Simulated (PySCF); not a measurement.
Gas-phase thermal properties of SbI3

Energies from PySCF (xtb for GFN2), thermal terms from the rigid-rotor harmonic-oscillator model, ideal gas at 1 bar. All species are closed-shell singlets. I, Sb: scalar-relativistic def2 core potential, no spin-orbit coupling. The harmonic model lacks anharmonicity and excited electronic states, which grow with temperature; levels with a mode under 35 cm⁻¹ are left out. Soft modes under 120 cm⁻¹ make the harmonic entropy rough for SbI3.

| level | point group | σ | ZPE (kJ/mol) | S°298 (J/mol/K) | Cp298 (J/mol/K) | S°1000 (J/mol/K) | H1000 − H298 (kJ/mol) |
|---|---|---|---|---|---|---|---|
| GFN2-xTB | C3v | 3 | 4.8 | 399.1 | 81.0 | 498.8 | 57.9 |
| PBE/def2-SVP | C3v | 3 | 4.4 | 404.0 | 81.4 | 503.8 | 58.0 |
| PBE0/def2-TZVP | C3v | 3 | 4.6 | 400.0 | 81.2 | 499.7 | 57.9 |
σ: rotational symmetry number. Electronic degeneracy used: 1. Frequencies are unscaled.
